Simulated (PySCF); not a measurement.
# How methods differ on the interval between two levels of Ag²⁺

Ag²⁺ [Kr] 4d9 [2D5/2, M_J = 5/2] → Ag²⁺ [Kr] 4d8 5p1 [4G11/2, M_J = 11/2], as a difference of total energies. Calculation: PySCF 2.14, in x2c-SVPall-2c with one added diffuse shell each of s, p, d type (7s9p7d1f, 76 functions); the two-component X2C-1e Hamiltonian. Correlated levels: [Ar] 3d10 frozen; the 6 highest virtual spinors dropped. "Screened" scales the spin-orbit matrix elements by Boettger's factors to mimic the two-electron term; Breit and QED terms are absent.

```
                    method  interval between two levels (cm⁻¹)
           GHF (spin-free)                              115050
          GMP2 (spin-free)                              120670
 GHF (screened spin-orbit)                              114830
GMP2 (screened spin-orbit)                              120480
```

The labels give the starting determinants; with spin-orbit coupling the two ends relaxed to ⟨J²⟩ = 8.76, ⟨L²⟩ = 6.02, ⟨S²⟩ = 0.76 and ⟨J²⟩ = 35.76, ⟨L²⟩ = 20.10, ⟨S²⟩ = 3.74.
